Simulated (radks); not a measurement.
The numbers below are computed, except where a source is named.
All-electron atom: the neodymium ion Nd27+ in [Ar] 3d10 4s2 4p3 (the NIST ground configuration). Code: a radial shooting solver on a logarithmic mesh with Libxc functionals. Model: Dirac Kohn-Sham, LB94 model potential, spin-unpolarised, spherical densities, finite nucleus; open shells fill j = l - 1/2 first; Fermi nuclear charge, rms radius 4.9123 fm.

Normalised radial functions P(r) = r R(r) (large component), r in bohr:

| r | 3d3/2 |
|---|---|
| 0.003179 | 0.0005 |
| 0.004593 | 0.0012 |
| 0.006637 | 0.0031 |
| 0.009513 | 0.0079 |
| 0.01374 | 0.0205 |
| 0.0197 | 0.0509 |
| 0.02846 | 0.1243 |
| 0.04113 | 0.2854 |
| 0.05895 | 0.5906 |
| 0.08517 | 1.0965 |
| 0.1221 | 1.6953 |
| 0.1764 | 2.0958 |
| 0.2548 | 1.8989 |
| 0.3653 | 1.1461 |
| 0.5278 | 0.3807 |
| 0.7625 | 0.0551 |
| 1.093 | 0.0026 |
| 1.579 | 0.0000 |

3d3/2: eigenvalue -1870.2 eV, 0 radial nodes, <r> = 0.234 bohr, 90 % of the charge inside 0.365 bohr.
